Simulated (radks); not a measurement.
The numbers below are computed, except where a source is named.
Valence configurations of the titanium ion Ti2+ (all share [Ar]). Level of theory: non-relativistic Kohn-Sham, r2SCAN, spin-polarised, spherical densities, point nucleus; open shells are filled with parallel spins first; meta-GGA in the generalised Kohn-Sham scheme (a radial shooting solver on a logarithmic mesh with Libxc functionals). Energies are relative to 3d2; eigenvalues in eV for spin up.

| valence | E (eV) | moment (Bohr magnetons) | e(3d) | e(4p) | e(4s) |
|---|---|---|---|---|---|
| 3d2 | 0.000 | 2 | -20.338 | - | - |
| 3d1.5 4s0.5 | 2.171 | 2 | -22.843 | - | -18.155 |
| 3d1.5 4p0.5 | 4.496 | 2 | -23.318 | -13.633 | - |
| 3d1 4s1 | 4.755 | 2 | -25.386 | - | -19.660 |
| 3d0.5 4s1.5 | 9.091 | 1 | -28.003 | - | -20.436 |
| 3d1 4p1 | 9.726 | 2 | -26.335 | -15.063 | - |
| 4s2 | 13.651 | 0 | - | - | -21.066 |
| 4s1 4p1 | 17.390 | 2 | - | -17.078 | -22.586 |
| 4s0.5 4p1.5 | 20.131 | 2 | - | -17.298 | -22.753 |
| 4p2 | 22.843 | 2 | - | -17.501 | - |

NIST lists [Ar] 3d2 as the ground configuration; this level of theory agrees among the configurations tried. The energies are those of spherical high-spin densities, not of single terms.
